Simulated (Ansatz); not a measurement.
Harmonic vibrations of CH5F2NOSi (`CO[Si](N)(F)F`) by finite differences.

```yaml
crystal:
  periodic: [false, false, false]
  atoms:
    - {symbol: C, position_ang: [0.018659, -0.659151, 1.808427]}
    - {symbol: O, position_ang: [0.230569, -0.683547, 0.411367]}
    - {symbol: Si, position_ang: [-0.318246, 0.389853, -0.656946]}
    - {symbol: N, position_ang: [0.573157, 0.250519, -2.067831]}
    - {symbol: F, position_ang: [-0.282362, 1.822051, 0.035996]}
    - {symbol: F, position_ang: [-1.847885, 0.189798, -1.021064]}
    - {symbol: H, position_ang: [0.781194, -1.282747, 2.276600]}
    - {symbol: H, position_ang: [-0.966399, -1.065195, 2.054129]}
    - {symbol: H, position_ang: [0.095605, 0.355481, 2.208650]}
    - {symbol: H, position_ang: [1.564901, 0.092983, -2.065763]}
    - {symbol: H, position_ang: [0.216208, 0.532957, -2.963063]}
basis:
  gaussian: {orbitals: def2-TZVP}
hamiltonian: {xc: pbe0, dispersion: d4}
phonons: {temperatures: {t_min: 298.15, t_max: 900, t_step: 200}}
```

```sh
$ ansatz run in.yaml --threads 4 --pin off --events-out ev --progress --plain --max-ram 10444MiB
```

Output, abridged:

```
Functional definition: PBE0
mean field -17963.88509564 eV, -660.1606009061 hartree, gradient 3.7e-5 eV, S^2 0.000000; 0 other end points of the search recorded, 0 dependent functions left out
mean field -17963.88491661 eV, -660.1605943268 hartree, gradient 1.1e-6 eV, S^2 0.000000; 0 other end points of the search recorded, 0 dependent functions left out
mean field -17963.88492265 eV, -660.1605945489 hartree, gradient 1.1e-6 eV, S^2 0.000000; 0 other end points of the search recorded, 0 dependent functions left out
mean field -17963.88491444 eV, -660.1605942473 hartree, gradient 1.1e-6 eV, S^2 0.000000; 0 other end points of the search recorded, 0 dependent functions left out
mean field -17963.88491983 eV, -660.1605944452 hartree, gradient 1.1e-6 eV, S^2 0.000000; 0 other end points of the search recorded, 0 dependent functions left out
mean field -17963.88495695 eV, -660.1605958094 hartree, gradient 1.1e-6 eV, S^2 0.000000; 0 other end points of the search recorded, 0 dependent functions left out
mean field -17963.88494585 eV, -660.1605954015 hartree, gradient 1.1e-6 eV, S^2 0.000000; 0 other end points of the search recorded, 0 dependent functions left out
mean field -17963.88506861 eV, -660.1605999127 hartree, gradient 1.1e-6 eV, S^2 0.000000; 0 other end points of the search recorded, 0 dependent functions left out
mean field -17963.88505788 eV, -660.1605995185 hartree, gradient 1.1e-6 eV, S^2 0.000000; 0 other end points of the search recorded, 0 dependent functions left out
mean field -17963.88502075 eV, -660.1605981539 hartree, gradient 1.1e-6 eV, S^2 0.000000; 0 other end points of the search recorded, 0 dependent functions left out
mean field -17963.88503799 eV, -660.1605987873 hartree, gradient 1.1e-6 eV, S^2 0.000000; 0 other end points of the search recorded, 0 dependent functions left out
mean field -17963.88494990 eV, -660.1605955504 hartree, gradient 1.1e-6 eV, S^2 0.000000; 0 other end points of the search recorded, 0 dependent functions left out
mean field -17963.88491854 eV, -660.1605943977 hartree, gradient 1.1e-6 eV, S^2 0.000000; 0 other end points of the search recorded, 0 dependent functions left out
mean field -17963.88492317 eV, -660.1605945679 hartree, gradient 1.1e-6 eV, S^2 0.000000; 0 other end points of the search recorded, 0 dependent functions left out
mean field -17963.88493747 eV, -660.1605950935 hartree, gradient 1.1e-6 eV, S^2 0.000000; 0 other end points of the search recorded, 0 dependent functions left out
mean field -17963.88494189 eV, -660.1605952561 hartree, gradient 1.1e-6 eV, S^2 0.000000; 0 other end points of the search recorded, 0 dependent functions left out
mean field -17963.88494858 eV, -660.1605955018 hartree, gradient 1.1e-6 eV, S^2 0.000000; 0 other end points of the search recorded, 0 dependent functions left out
mean field -17963.88492632 eV, -660.1605946838 hartree, gradient 1.1e-6 eV, S^2 0.000000; 0 other end points of the search recorded, 0 dependent functions left out
mean field -17963.88490830 eV, -660.1605940215 hartree, gradient 1.1e-6 eV, S^2 0.000000; 0 other end points of the search recorded, 0 dependent functions left out
mean field -17963.88488601 eV, -660.1605932025 hartree, gradient 1.1e-6 eV, S^2 0.000000; 0 other end points of the search recorded, 0 dependent functions left out
mean field -17963.88488382 eV, -660.1605931220 hartree, gradient 1.1e-6 eV, S^2 0.000000; 0 other end points of the search recorded, 0 dependent functions left out
mean field -17963.88507336 eV, -660.1606000874 hartree, gradient 1.1e-6 eV, S^2 0.000000; 0 other end points of the search recorded, 0 dependent functions left out
mean field -17963.88507146 eV, -660.1606000174 hartree, gradient 1.1e-6 eV, S^2 0.000000; 0 other end points of the search recorded, 0 dependent functions left out
mean field -17963.88487127 eV, -660.1605926608 hartree, gradient 1.1e-6 eV, S^2 0.000000; 0 other end points of the search recorded, 0 dependent functions left out
mean field -17963.88490134 eV, -660.1605937657 hartree, gradient 1.1e-6 eV, S^2 0.000000; 0 other end points of the search recorded, 0 dependent functions left out
mean field -17963.88508626 eV, -660.1606005613 hartree, gradient 1.1e-6 eV, S^2 0.000000; 0 other end points of the search recorded, 0 dependent functions left out
mean field -17963.88508451 eV, -660.1606004972 hartree, gradient 1.1e-6 eV, S^2 0.000000; 0 other end points of the search recorded, 0 dependent functions left out
mean field -17963.88502735 eV, -660.1605983966 hartree, gradient 1.1e-6 eV, S^2 0.000000; 0 other end points of the search recorded, 0 dependent functions left out
mean field -17963.88498455 eV, -660.1605968236 hartree, gradient 1.1e-6 eV, S^2 0.000000; 0 other end points of the search recorded, 0 dependent functions left out
mean field -17963.88507217 eV, -660.1606000438 hartree, gradient 1.1e-6 eV, S^2 0.000000; 0 other end points of the search recorded, 0 dependent functions left out
mean field -17963.88506331 eV, -660.1605997182 hartree, gradient 1.1e-6 eV, S^2 0.000000; 0 other end points of the search recorded, 0 dependent functions left out
mean field -17963.88497474 eV, -660.1605964632 hartree, gradient 1.1e-6 eV, S^2 0.000000; 0 other end points of the search recorded, 0 dependent functions left out
mean field -17963.88500735 eV, -660.1605976617 hartree, gradient 1.1e-6 eV, S^2 0.000000; 0 other end points of the search recorded, 0 dependent functions left out
mean field -17963.88508228 eV, -660.1606004152 hartree, gradient 1.1e-6 eV, S^2 0.000000; 0 other end points of the search recorded, 0 dependent functions left out
mean field -17963.88508516 eV, -660.1606005209 hartree, gradient 1.1e-6 eV, S^2 0.000000; 0 other end points of the search recorded, 0 dependent functions left out
mean field -17963.88507028 eV, -660.1605999742 hartree, gradient 1.1e-6 eV, S^2 0.000000; 0 other end points of the search recorded, 0 dependent functions left out
mean field -17963.88509109 eV, -660.1606007387 hartree, gradient 1.1e-6 eV, S^2 0.000000; 0 other end points of the search recorded, 0 dependent functions left out
mean field -17963.88503739 eV, -660.1605987655 hartree, gradient 1.1e-6 eV, S^2 0.000000; 0 other end points of the search recorded, 0 dependent functions left out
mean field -17963.88503484 eV, -660.1605986718 hartree, gradient 1.1e-6 eV, S^2 0.000000; 0 other end points of the search recorded, 0 dependent functions left out
mean field -17963.88504664 eV, -660.1605991054 hartree, gradient 1.1e-6 eV, S^2 0.000000; 0 other end points of the search recorded, 0 dependent functions left out
mean field -17963.88505657 eV, -660.1605994703 hartree, gradient 1.1e-6 eV, S^2 0.000000; 0 other end points of the search recorded, 0 dependent functions left out
mean field -17963.88506859 eV, -660.1605999119 hartree, gradient 1.1e-6 eV, S^2 0.000000; 0 other end points of the search recorded, 0 dependent functions left out
mean field -17963.88505550 eV, -660.1605994310 hartree, gradient 1.1e-6 eV, S^2 0.000000; 0 other end points of the search recorded, 0 dependent functions left out
mean field -17963.88501081 eV, -660.1605977885 hartree, gradient 1.1e-6 eV, S^2 0.000000; 0 other end points of the search recorded, 0 dependent functions left out
mean field -17963.88500804 eV, -660.1605976867 hartree, gradient 1.1e-6 eV, S^2 0.000000; 0 other end points of the search recorded, 0 dependent functions left out
mean field -17963.88506540 eV, -660.1605997950 hartree, gradient 1.1e-6 eV, S^2 0.000000; 0 other end points of the search recorded, 0 dependent functions left out
mean field -17963.88507272 eV, -660.1606000639 hartree, gradient 1.1e-6 eV, S^2 0.000000; 0 other end points of the search recorded, 0 dependent functions left out
mean field -17963.88507940 eV, -660.1606003092 hartree, gradient 1.1e-6 eV, S^2 0.000000; 0 other end points of the search recorded, 0 dependent functions left out
mean field -17963.88506762 eV, -660.1605998765 hartree, gradient 1.1e-6 eV, S^2 0.000000; 0 other end points of the search recorded, 0 dependent functions left out
mean field -17963.88508187 eV, -660.1606004000 hartree, gradient 1.1e-6 eV, S^2 0.000000; 0 other end points of the search recorded, 0 dependent functions left out
mean field -17963.88507968 eV, -660.1606003196 hartree, gradient 1.1e-6 eV, S^2 0.000000; 0 other end points of the search recorded, 0 dependent functions left out
mean field -17963.88500463 eV, -660.1605975616 hartree, gradient 1.1e-6 eV, S^2 0.000000; 0 other end points of the search recorded, 0 dependent functions left out
mean field -17963.88500364 eV, -660.1605975250 hartree, gradient 1.1e-6 eV, S^2 0.000000; 0 other end points of the search recorded, 0 dependent functions left out
mean field -17963.88507213 eV, -660.1606000422 hartree, gradient 1.1e-6 eV, S^2 0.000000; 0 other end points of the search recorded, 0 dependent functions left out
mean field -17963.88506104 eV, -660.1605996345 hartree, gradient 1.1e-6 eV, S^2 0.000000; 0 other end points of the search recorded, 0 dependent functions left out
mean field -17963.88496736 eV, -660.1605961918 hartree, gradient 1.1e-6 eV, S^2 0.000000; 0 other end points of the search recorded, 0 dependent functions left out
mean field -17963.88493584 eV, -660.1605950338 hartree, gradient 1.1e-6 eV, S^2 0.000000; 0 other end points of the search recorded, 0 dependent functions left out
mean field -17963.88508807 eV, -660.1606006279 hartree, gradient 1.1e-6 eV, S^2 0.000000; 0 other end points of the search recorded, 0 dependent functions left out
mean field -17963.88509322 eV, -660.1606008174 hartree, gradient 1.1e-6 eV, S^2 0.000000; 0 other end points of the search recorded, 0 dependent functions left out
mean field -17963.88507114 eV, -660.1606000059 hartree, gradient 1.1e-6 eV, S^2 0.000000; 0 other end points of the search recorded, 0 dependent functions left out
mean field -17963.88508887 eV, -660.1606006573 hartree, gradient 1.1e-6 eV, S^2 0.000000; 0 other end points of the search recorded, 0 dependent functions left out
mean field -17963.88506315 eV, -660.1605997120 hartree, gradient 1.1e-6 eV, S^2 0.000000; 0 other end points of the search recorded, 0 dependent functions left out
mean field -17963.88506394 eV, -660.1605997413 hartree, gradient 1.1e-6 eV, S^2 0.000000; 0 other end points of the search recorded, 0 dependent functions left out
mean field -17963.88508793 eV, -660.1606006226 hartree, gradient 1.1e-6 eV, S^2 0.000000; 0 other end points of the search recorded, 0 dependent functions left out
mean field -17963.88507915 eV, -660.1606003000 hartree, gradient 1.1e-6 eV, S^2 0.000000; 0 other end points of the search recorded, 0 dependent functions left out
mean field -17963.88495699 eV, -660.1605958107 hartree, gradient 1.1e-6 eV, S^2 0.000000; 0 other end points of the search recorded, 0 dependent functions left out
mean field -17963.88499361 eV, -660.1605971567 hartree, gradient 1.1e-6 eV, S^2 0.000000; 0 other end points of the search recorded, 0 dependent functions left out
Total energy: -17964.07410112 eV, -660.1675467295 hartree
Atom 0 at     0.018659    -0.659151     1.808427 Å, force    -0.000622    -0.001371     0.000592 eV/Å
Atom 1 at     0.230569    -0.683547     0.411367 Å, force     0.000332     0.001149     0.001723 eV/Å
Atom 2 at    -0.318246     0.389853    -0.656946 Å, force    -0.001780    -0.000440    -0.002525 eV/Å
Atom 3 at     0.573157     0.250519    -2.067831 Å, force    -0.002095     0.000920     0.003146 eV/Å
Atom 4 at    -0.282362     1.822051     0.035996 Å, force     0.001323     0.000299     0.001005 eV/Å
Atom 5 at    -1.847885     0.189798    -1.021064 Å, force     0.001348    -0.001260     0.000142 eV/Å
Atom 6 at     0.781194    -1.282747     2.276600 Å, force    -0.000543    -0.000108    -0.000189 eV/Å
Atom 7 at    -0.966399    -1.065195     2.054129 Å, force     0.000900     0.000532    -0.000505 eV/Å
Atom 8 at     0.095605     0.355481     2.208650 Å, force    -0.000159     0.000507    -0.000367 eV/Å
Atom 9 at     1.564901     0.092983    -2.065763 Å, force     0.000661    -0.000620    -0.001428 eV/Å
Atom 10 at     0.216208     0.532957    -2.963063 Å, force     0.000637     0.000393    -0.001595 eV/Å
Dipole moment:     0.337332    -0.094257    -0.035726 e Å
Vibrations: 72.73 77.39 135.55 183.58 228.21 253.36 315.25 353.02 368.09 427.81 723.58 792.45 905.67 963.52 991.05 1166.60 1187.21 1230.04 1485.81 1498.03 1502.24 1576.80 3039.25 3110.49 3133.25 3644.41 3742.36 cm⁻¹, zero-point energy 2.052420 eV
```

It took 2.9 min on 4 threads of an Arm Neoverse V1 on a shared host, with 0.6 GiB of host memory at the peak.
